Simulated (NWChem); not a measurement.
Molecule: CH4AlCl; SMILES [CH3][AlH][Cl]

```xyz
7

Al    -0.6040     0.4674     0.0000
H     -2.1846     0.5414     0.0002
Cl     0.2155    -1.4962     0.0000
C      0.6220     1.9888     0.0000
H      1.2808     1.9677    -0.8775
H      1.2753     1.9717     0.8817
H      0.0852     2.9447    -0.0037
```
Atoms are numbered in this order, from 1.

All runs: NWChem. Coordinates come from a B3LYP/6-31G* (spherical d) optimisation.

Problem. Predict the results for PBE0/pcseg-2. Quantities: highest occupied level (eV); orbital gap (eV); dipole (D).

Solution. 
| Quantity | Value |
|---|---|
| highest occupied level (eV) | -8.27 |
| orbital gap (eV) | 6.99 |
| dipole (D) | 2.14 |
